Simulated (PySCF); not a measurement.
C₆H₉O₃ (doublet state).
Cartesian coordinates in Å at the GFN2-xTB level; atoms count from 1:
```
atom  x, y, z in Å
O1     2.9379    0.2178   -0.5851
C2     2.2390   -0.9706   -0.7298
O3     1.0206   -1.0352   -0.1188
C4     0.3608    0.1893    0.1365
C5    -0.9450   -0.1053    0.8906
C6    -2.0223   -0.3151   -0.1853
C7    -1.5344    0.5241   -1.3464
O8    -1.0948    1.8081   -0.9981
C9    -0.1151    0.8275   -1.1631
H10    3.8196    0.1030   -0.9489
H11    2.7929   -1.8915   -0.5872
H12    1.0269    0.8569    0.6953
H13   -1.1949    0.7581    1.5048
H14   -0.8244   -0.9779    1.5280
H15   -3.0066   -0.0061    0.1634
H16   -2.0653   -1.3580   -0.4999
H17   -1.9916    0.4224   -2.3226
H18    0.5879    0.9587   -1.9748
```

The hyperfine couplings belong to this conformer and change with its torsions.

The species is `O[CH]O[C@@H]1CC[C@H]2O[C@@H]12` [radical].

The calculation used UKS B3LYP, pcH-1 on C H O, non-relativistic, mean-field spin-orbit, GIAO (PySCF). One conformer (not necessarily the lowest) at the GFN2-xTB geometry, without solvent, vibrations or thermal averaging. The geometry wasn't refined by DFT: couplings that depend on bond lengths, twists or pyramidal angles can differ widely from those at the functional's own minimum. No stability test was run, so a lower SCF solution isn't excluded.

(1) Where do the isotropic ENDOR lines of H11, H10, H12 and H18 fall at 338.3 mT, to first order?

(2) Which pairs are centred on the nuclear Larmor frequency, and which on half the coupling?

(3) At what field would the lower line of H10 fall to zero frequency?

Results:

(1) For S = 1/2 in fast tumbling each set of equivalent nuclei gives two lines, ν± = |νn ± a/2| to first order, with νn = g_N μN B/h and μN/h = 7.62259 MHz/T.

| nuclei | isotope | g_N | νn (MHz) | a_iso (MHz) | lower line (MHz) | upper line (MHz) |
| --- | --- | --- | --- | --- | --- | --- |
| H11 | 1H | 5.5857 | 14.40 | 36.34 | 3.76 | 32.57 |
| H10 | 1H | 5.5857 | 14.40 | -10.52 | 9.14 | 19.67 |
| H12 | 1H | 5.5857 | 14.40 | 10.09 | 9.36 | 19.45 |
| H18 | 1H | 5.5857 | 14.40 | 1.47 | 13.67 | 15.14 |

(2) Centred on νn, since |a| < 2νn: H10, H12 and H18. Centred on |a|/2 and split by 2νn: H11.

(3) Where νn = |a|/2, that is B = 5.26 MHz/(5.5857 × 7.62259 MHz/T) = 124 mT, as far as first order holds there.

The largest Mulliken spin populations are on C2 (+0.80), O3 (+0.10) and O1 (+0.10). C2 is the only atom above +0.15. The angles at C2 add up to 344.5°, so it is pyramidal.
